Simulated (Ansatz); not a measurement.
B₁₂. Total charge 0; triplet. Geometry r2SCAN-D4/def2-SVP, that of the charge +1 doublet.

```xyz
12

B    -1.732    0.491   -0.402
B     1.267   -0.953    0.930
B    -0.540    1.046   -1.348
B    -1.230    0.530    1.205
B     1.172   -1.223   -0.729
B    -0.018   -1.776    0.221
B    -0.708    1.685    0.201
B    -1.445   -0.921    0.380
B     0.892    0.196   -1.499
B    -0.247   -0.772    1.551
B     1.789    0.201   -0.075
B     0.800    1.495   -0.433
```

At PBE0-D4/def2-TZVP a singlet of charge 0 lies 1.54 eV below the triplet at the same geometry. The structure comes from a short search, and lower isomers may exist.

Estimate the α-spin orbital energies around the gap (eV) in Ansatz with PBE-D4/def2-TZVP, PBE0-D4/def2-TZVP, r2SCAN0-D4/def2-TZVP.


| orbital | PBE-D4/def2-TZVP | PBE0-D4/def2-TZVP | r2SCAN0-D4/def2-TZVP |
| --- | --- | --- | --- |
| HOMO−5 | -8.05 | -9.26 | -9.42 |
| HOMO−4 | -7.11 | -7.89 | -8.03 |
| HOMO−3 | -6.94 | -7.74 | -7.88 |
| HOMO−2 | -5.91 | -6.89 | -7.07 |
| HOMO−1 | -5.90 | -6.82 | -6.90 |
| HOMO | -4.18 | -4.66 | -4.71 |
| LUMO | -3.47 | -2.73 | -2.70 |
| LUMO+1 | -3.45 | -2.71 | -2.65 |
| LUMO+2 | -3.01 | -2.11 | -2.08 |
| LUMO+3 | -3.00 | -2.10 | -2.06 |
| LUMO+4 | -2.59 | -1.64 | -1.57 |
| LUMO+5 | -2.59 | -1.63 | -1.55 |
| β HOMO | -5.74 | -6.65 | -6.76 |
| β LUMO | -5.27 | -4.57 | -4.48 |
